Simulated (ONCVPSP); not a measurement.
## antimony: one change to an ONCV potential, before and after

Sb (Z = 51), optimised norm-conserving Vanderbilt (ONCV), made with ONCVPSP 4.0.1 (PBE, scalar-relativistic). Core [Kr] 4d10, reference 5s2 5p2 (charge +1). Waves: 5s: rc 2.05 bohr, ncon 3, nbas 6, qcut 2.5 1/bohr, 1 projector; 5p: rc 1.90 bohr, ncon 5, nbas 9, qcut 5.2 1/bohr, 2 projectors, debl 1.4 Ha; d scattering state at 0.29 Ha: rc 2.25 bohr, ncon 4, nbas 7, qcut 4.8 1/bohr, 2 projectors, debl 2.1 Ha. Local part: polynomial inside 1.50 bohr (lpopt 5, dvloc0 0 Ha). Core correction: none.

All-electron outer shells of the reference configuration (PBE, scalar-relativistic, ld1.x):

```tsv
shell	level (eV)	outermost node (bohr)	outermost maximum (bohr)
4p	-110.31	0.39	0.76
4d	-42.01	0.38	0.84
5s	-20.64	0.95	1.88
5p	-11.99	1.04	2.24
```

Change: p: qcut 4.4.

Cutoffs: the cutoffs (Ha) at which the residual kinetic energy of the hardest occupied pseudo-wave falls to 1 and 0.1 mHa per electron; they do not see the model core or the augmentation charge, which bear on the density cutoff. Errors are all-electron minus pseudo energies relative to the spin-unpolarised reference configuration.

Question: How do hardness, ghosts and transferability respond?

Answer: The potential gets harder (20 Ha and 64 Ha → 22 Ha and 67 Ha); both files keep a bound ghost (p, s); of the 4 tests that both files solve, the error grows in 2 and shrinks in 0 by more than 15 % and 0.3 meV (median size 8.7 → 10.0 meV).

```tsv
quantity	base	changed
cutoff, loose	20 Ha	22 Ha
cutoff, tight	64 Ha	67 Ha
loose cutoff by channel	s 20 Ha, p 14 Ha	s 20 Ha, p 22 Ha
bound ghosts	s, p	s, p
GHOST(+) flags under 300 eV	none	none
error for 5s2 5p3, meV [ΔE -8.32 eV]	-0.1	-0.1
error for 5s2 5p1, meV [ΔE 15.97 eV]	-6.1	-5.9
error for 5s2 5p0, meV [ΔE 40.38 eV]	+13	+15
error for 5s1 5p4, meV [ΔE -0.21 eV]	+11	+14
s: phases at 2.08 bohr within 0.05 rad from the reference energy up to (Ha; the scan ends near 5)	1.7	1.7
p: phases at 1.93 bohr within 0.05 rad from the reference energy up to (Ha; the scan ends near 5)	to the end of the scan	to the end of the scan
d: phases at 2.28 bohr within 0.05 rad from the reference energy up to (Ha; the scan ends near 5)	4.0	4.0
```

 A true bound ghost makes a file unfit for plane-wave use even where its test errors are small: the radial tests pick states by their node count and pass the ghost by.
